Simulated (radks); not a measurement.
All-electron atom: Sm3+ in [Xe] 4f5. Calculated with a radial shooting solver on a logarithmic mesh with Libxc functionals: scalar-relativistic Kohn-Sham, BLYP, spin-polarised, spherical densities, finite nucleus; open shells are filled with parallel spins first (spin-orbit coupling, left out, can overturn this in heavy ions); Fermi nuclear charge, rms radius 5.0819 fm.

Radial electron density D(r) = 4 pi r^2 rho(r):

```
   r/bohr * D(r) (the largest magnitude, 109, reaches the edge; | marks zero)
 0.002155 |     *
 0.002468 |       *
 0.002828 |        *
 0.003266 |          *
 0.003742 |             *
 0.004287 |               *
 0.004951 |                  *
 0.005672 |                      *
 0.006499 |                         *
 0.007505 |                             *
 0.008599 |                                *
  0.00993 |                                   *
  0.01138 |                                      *
  0.01303 |                                        *
  0.01505 |                                        *
  0.01725 |                                        *
  0.01976 |                                       *
  0.02282 |                                      *
  0.02614 |                                    *
  0.02995 |                                    *
  0.03459 |                                    *
  0.03963 |                                       *
  0.04577 |                                           *
  0.05244 |                                                *
  0.06008 |                                                    *
  0.06938 |                                                      *
  0.07949 |                                                     *
  0.09107 |                                                 *
   0.1052 |                                            *
   0.1205 |                                        *
   0.1392 |                                        *
   0.1594 |                                           *
   0.1827 |                                               *
   0.2109 |                                              *
   0.2417 |                                         *
   0.2769 |                                *
   0.3198 |                       *
   0.3664 |                   *
   0.4197 |                   *
   0.4847 |                     *
   0.5554 |                      *
   0.6414 |                   *
   0.7348 |               *
   0.8419 |          *
   0.9722 |       *
    1.114 |     *
    1.276 |    *
    1.474 |   *
    1.689 |  *
    1.935 | *
    2.234 |*
     2.56 |*
    2.956 *
    3.387 *
     3.88 *
    4.481 *
    5.134 *
```

D(r) has 4 maxima, at r = 0.0158, 0.0699, 0.196, 0.538 bohr, and minima at 0.0302, 0.129, 0.391 bohr, inside which lie 1.94, 11.19, 29.22 electrons.
